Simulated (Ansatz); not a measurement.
Consider the substitution at a C–O bond: `C[O][Mg][O]C` + `[NH]1[AlH][SiH2]1` → `C[N]1[AlH][SiH2]1` + `C[O][Mg][OH]`.

Isolated molecules relaxed with PBE0-D4/def2-TZVP in Ansatz; ΔE leaves out vibrations. CCSD(T)/CBS adds triple-zeta CCSD(T) − MP2 to the extrapolated MP2 energy (def2 sets, frozen cores). Functionals use def2-TZVPP. B3LYP here is the variant with VWN-RPA as its local correlation; programs differ in this. For Mg outer-core shells are correlated without core-valence functions, which leaves a few kJ/mol of doubt a bond. One conformer a species, not always the lowest.

CCSD(T)/CBS gives -0.27 eV.

Q: Another level gave -0.26 eV. Which?
A. HF/def2-TZVPP
B. B3LYP-D4/def2-TZVPP
C. BHLYP/def2-TZVPP
D. MP2/def2-TZVPP

A: B. B3LYP-D4 -0.26, HF/def2-TZVPP -0.12, MP2/def2-TZVPP -0.33, BHLYP -0.18 eV.

Largest T1 diagnostic among the species: 0.015.

The D4 term adds −0.05 eV with B3LYP and −0.03 eV with PBE0; it sums over pairs of atoms, weighted by their polarisabilities, and B3LYP, whose exchange is more repulsive, gets the larger term. In def2-TZVPP, CCSD(T) changes the Hartree–Fock value by −0.15 eV (the triples alone add −0.03 eV) and MP2 by −0.21 eV.
